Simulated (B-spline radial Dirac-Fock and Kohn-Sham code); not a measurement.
# X-ray form factors of neodymium in several charge states

Model: Dirac-Fock orbitals of the configuration average with a finite nucleus. Program: a radial atomic solver.

Configurations: Nd [Xe] 4f4 6s2; Nd⁺ [Xe] 4f4 6s1; Nd²⁺ [Xe] 4f4; Nd³⁺ [Xe] 4f3. The first column is f₀ of Nd, the others are differences from it.

| s (Å⁻¹) | Nd | Δ Nd⁺ | Δ Nd²⁺ | Δ Nd³⁺ |
| --- | --- | --- | --- | --- |
| 0 | 60.000 | -1.000 | -2.000 | -3.000 |
| 0.05 | 58.468 | -0.547 | -1.223 | -2.145 |
| 0.1 | 55.338 | -0.031 | -0.185 | -0.912 |
| 0.15 | 52.013 | +0.065 | +0.139 | -0.358 |
| 0.2 | 48.647 | +0.029 | +0.098 | -0.209 |
| 0.25 | 45.321 | +0.002 | +0.019 | -0.169 |
| 0.3 | 42.194 | -0.007 | -0.017 | -0.149 |
| 0.35 | 39.363 | -0.007 | -0.022 | -0.132 |
| 0.4 | 36.839 | -0.004 | -0.013 | -0.112 |
| 0.45 | 34.583 | -0.001 | -0.003 | -0.087 |
| 0.5 | 32.542 | +0.002 | +0.005 | -0.058 |
| 0.6 | 28.954 | +0.003 | +0.008 | -0.003 |
| 0.7 | 25.897 | +0.001 | +0.004 | +0.033 |
| 0.8 | 23.325 | 0.000 | 0.000 | +0.044 |
| 0.9 | 21.215 | -0.001 | -0.003 | +0.039 |
| 1 | 19.514 | -0.001 | -0.003 | +0.026 |
| 1.1 | 18.140 | -0.001 | -0.003 | +0.014 |
| 1.2 | 17.004 | 0.000 | -0.001 | +0.006 |
| 1.4 | 15.138 | 0.000 | 0.000 | +0.002 |
| 1.6 | 13.494 | 0.000 | 0.000 | +0.006 |

Values without a named source are computed, but for edge energies of neutral atoms, which are taken from tables.
